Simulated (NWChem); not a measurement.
System: SiH₄SeO; SMILES O[SiH2][SeH]

Here is an NWChem input.

```
start job
memory heap 200 mb stack 900 mb global 1100 mb
geometry units angstroms
  Si    -0.492878     1.118303     0.029077
  O      0.800586     2.160314     0.003290
  Se     0.108033    -1.081990    -0.079050
  H     -1.206958     1.426669     1.293554
  H     -1.387843     1.267962    -1.156856
  H      1.435390     2.036399    -0.709613
  H      0.808142    -1.045397     1.215579
end
basis spherical
  * library def2-svp
end
dft
  xc slater vwn_5
  iterations 150
end
driver
  maxiter 120
end
task dft optimize
task dft freq
```

This build's default masses of Se (78.918 u) and Br (79.917 u) are each other's, which moves their modes by up to 0.6 %.

The level has its own optimisation; frequencies are unscaled.

Give the results of this calculation. (LDA (Slater exchange, VWN5)/def2-SVP.) Quantities: r O–Si (Å); r Se–Si (Å); r H–O (Å); r H–Se (Å); highest harmonic frequency (cm⁻¹); lowest (cm⁻¹); zero-point energy (kcal/mol); dipole (D).


```
Property                           Value
---------------------------------  -----
r O–Si (Å)                         1.659
r Se–Si (Å)                        2.272
r H–O (Å)                          0.975
r H–Se (Å)                         1.484
highest harmonic frequency (cm⁻¹)   3766
lowest (cm⁻¹)                        156
zero-point energy (kcal/mol)        24.1
dipole (D)                          0.92
```
